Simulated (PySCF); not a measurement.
Simulated absorption spectrum

Compound: C7H8S.
Numbering: `[SH:1][CH2:2][c:3]1[cH:4][cH:5][cH:6][cH:7][cH:8]1` (hydrogens: H9 on S1; H10, H11 on C2; H12 on C4; H13 on C5; H14 on C6; H15 on C7; H16 on C8)

Computed with PySCF 2.14.0, density-fitted response routines, TDDFT CAM-B3LYP/def2-SVPD, vertical, gas phase, core orbitals frozen in the response. The structure is a single PBE0-D3(BJ)/def2-SVP conformer in the gas phase; no vibrational or solvent corrections. Torsions of this conformer, `[SH:1][CH2:2][c:3]1[cH:4][cH:5][cH:6][cH:7][cH:8]1`: S1–C2–C3–C4 -60°, H–S1–C2–C3 -54°.

Computed states:

```
state  E (eV)       f
   S1    5.34  0.0003
   S2    5.48  0.0076
   S3    5.71   0.072
   S4    6.11  0.0049
   S5    6.57   0.182
   S6    6.62   0.092
   S7    6.85   0.193
   S8    6.92   0.391
   S9    7.05   0.352
  S10    7.17   0.049
```

Broadening: Gaussians 0.4 eV wide at half height, area fixed by f = 4.319×10⁻⁹ ∫ε dν̃. The width is an assumption, not a result. The curve ends short of the highest state used, and states not computed would add to its high-energy end.

Q: What does the envelope look like, and where are its maxima?

A: 
(E (eV), ε (L mol⁻¹ cm⁻¹)): (4.74, 0), (4.79, 0), (4.84, 1), (4.90, 2), (4.95, 6), (5.00, 13), (5.05, 28), (5.10, 56), (5.16, 122), (5.21, 219), (5.26, 376), (5.31, 618), (5.37, 1062), (5.42, 1589), (5.47, 2262), (5.52, 3046), (5.58, 4003), (5.63, 4658), (5.68, 5033), (5.73, 5034), (5.79, 4542), (5.84, 3831), (5.89, 3007), (5.94, 2226), (6.00, 1497), (6.05, 1133), (6.10, 1026), (6.15, 1228), (6.21, 2021), (6.26, 3313), (6.31, 5330), (6.36, 8134), (6.42, 12413), (6.47, 16475), (6.52, 20713), (6.57, 24997)

Maxima: 217 nm (5.70 eV), ε about 5100, made up of S3 (95%) (ε in L mol⁻¹ cm⁻¹; maxima over ε = 5, shares over 10%). At its high-energy end, 6.57 eV, the curve is still rising (ε about 25000, from S5, S6, S7 and S8).

Q: Coming from long wavelengths, where does ε first pass 100 L mol⁻¹ cm⁻¹?

A: At about 241 nm (5.14 eV), 0.19 eV below S1.

Q: On this curve, what absorbance would a 10⁻⁴ mol/L sample give at 254 nm over a 1 cm path?

A: 254 nm is 4.881 eV, where ε is about 1.6 L mol⁻¹ cm⁻¹, so A = ε c l ≈ 0.00016 (Beer–Lambert, with the gas-phase spectrum and the assumed width).

Q: What would ε be at 5.70 eV, the highest of these maxima, with half the width (0.2 eV)?

A: About 9620 L mol⁻¹ cm⁻¹ against 5080, a factor of about 1.9; a lone state at its own centre would give exactly 2.

The vertical ionisation energy (ΔSCF) is 8.77 eV, 1.60 eV above S10.
